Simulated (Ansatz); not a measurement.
Computed with frozen-core CCSD(T)/cc-pVTZ // B3LYP-D3(BJ)/def2-TZVP in Ansatz (a quantum-chemistry and plane-wave program).

Ansatz 0.2 input:
```yaml
crystal:
  periodic: [false, false, false]
  atoms:
    - { symbol: C, position_ang: [1.021539, -0.316392, 0.57472] }
    - { symbol: C, position_ang: [-0.009966, 0.160569, 0.197205] }
    - { symbol: O, position_ang: [-1.094567, 0.752996, -0.22939] }
    - { symbol: H, position_ang: [1.93136, -0.745568, 0.910463] }
    - { symbol: H, position_ang: [-1.848361, 0.148398, -0.194429] }
basis:
  gaussian: { orbitals: cc-pVTZ }
correlation:
  method: ccsd_t
```

Output:

```
Functional definition: HF
693 factors; integrals over basis functions are off by at most 9.9e-4 eV
mean field evaluation 1: about -4126.7437 eV, gradient 2.9e1 eV
mean field evaluation 2: about -4126.7499 eV, gradient 2.9e1 eV
mean field evaluation 4: about -4128.6880 eV, gradient 3.4e0 eV
mean field evaluation 8: about -4128.7252 eV, gradient 4.3e-4 eV
mean field evaluation 16: about -4128.7187 eV, gradient 2.7e-1 eV
mean field -4128.72516271 eV, -151.7278511792 hartree, gradient 2.1e-6 eV, S^2 0.000000; 0 other end points of the search recorded, 0 dependent functions left out
3 core orbitals not correlated
reference -4128.72516271 eV, -151.7278511792 hartree; 8, 8 occupied and 107, 107 virtual orbitals, 693 factors
second order -14.73512954 eV of doubles, -0.00000000 eV of singles
cycle   1  -14.51247616 eV  change    2.2e-1 eV  update   8.7e-2
cycle   2  -14.89013289 eV  change   -3.8e-1 eV  update   2.7e-2
cycle   3  -14.97932432 eV  change   -8.9e-2 eV  update   1.3e-2
cycle   4  -14.97510241 eV  change    4.2e-3 eV  update   3.7e-3
cycle   5  -14.97609339 eV  change   -9.9e-4 eV  update   1.4e-3
cycle   6  -14.97701432 eV  change   -9.2e-4 eV  update   3.5e-4
cycle   7  -14.97698850 eV  change    2.6e-5 eV  update   1.1e-4
cycle   8  -14.97698030 eV  change    8.2e-6 eV  update   3.3e-5
cycle   9  -14.97699413 eV  change   -1.4e-5 eV  update   1.3e-5
perturbative correction -0.68912764 eV, -0.0253249735 hartree
Total energy: -4144.39128448 eV, -152.3035705353 hartree
```

Cost: roughly 9 core-seconds.
